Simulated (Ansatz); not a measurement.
Geometry optimisation, RKS B3LYP-D4/def2-SVP in Ansatz.

input.yaml

```yaml
crystal:
  periodic: [false, false, false]
  atoms:
    - { symbol: Ti, position_ang: [-0.623948, 0.643085, -0.895657] }
    - { symbol: O, position_ang: [0.732502, -1.324203, 1.727407] }
    - { symbol: Cl, position_ang: [0.330397, -1.004916, -1.935153] }
    - { symbol: Cl, position_ang: [-2.516073, 0.20044, 0.041431] }
    - { symbol: Cl, position_ang: [-0.667889, 2.454656, -2.061142] }
    - { symbol: H, position_ang: [0.903267, -0.371531, 1.655725] }
    - { symbol: H, position_ang: [0.568427, 1.096274, 0.455472] }
    - { symbol: H, position_ang: [1.273216, -1.693807, 1.012017] }
basis:
  gaussian: { orbitals: def2-SVP }
hamiltonian:
  xc: b3lyp
  dispersion: d4
relax:
  f_tol: 0.03
  max_steps: 50
output:
  orbitals: {}
```

Run as:

```bash
$ ansatz run input.yaml --threads 2 --pin off --max-ram 3072MiB --backend cpu --events-out ev --progress --plain --runs-dir out
```

Problem. Where does it end, and by what steps?

Solution. The forces met the threshold. After 12 steps the energy has fallen by 0.807 eV; O2 moved furthest, 0.84 Å. Joined: Ti1–O2.

```tsv
step	energy less start (eV)	largest force component (eV/Å)	accepted
0	0.0000	1.333	yes
1	-0.1487	1.074	yes
2	-0.2640	1.564	yes
3	-0.3559	1.839	yes
4	-0.5386	2.092	yes
5	-0.7479	1.287	yes
6	-0.7702	0.442	yes
7	-0.7959	0.218	yes
8	-0.8020	0.280	yes
9	-0.8045	0.142	yes
10	-0.8067	0.042	yes
11	-0.8072	0.046	yes
12	-0.8074	0.014	yes
```

```xyz
8
Properties=species:S:1:pos:R:3
Ti -0.412 0.413 -0.521
O 0.424 -0.872 1.088
Cl 0.548 -1.164 -1.800
Cl -2.434 0.118 0.254
Cl -0.550 2.112 -1.882
H 1.006 -0.424 1.719
H 0.486 1.407 0.472
H 0.932 -1.589 0.671
```

The run took 67 s on 2 threads of Arm Neoverse V2, with other jobs on the host, peak memory 0.3 GiB.
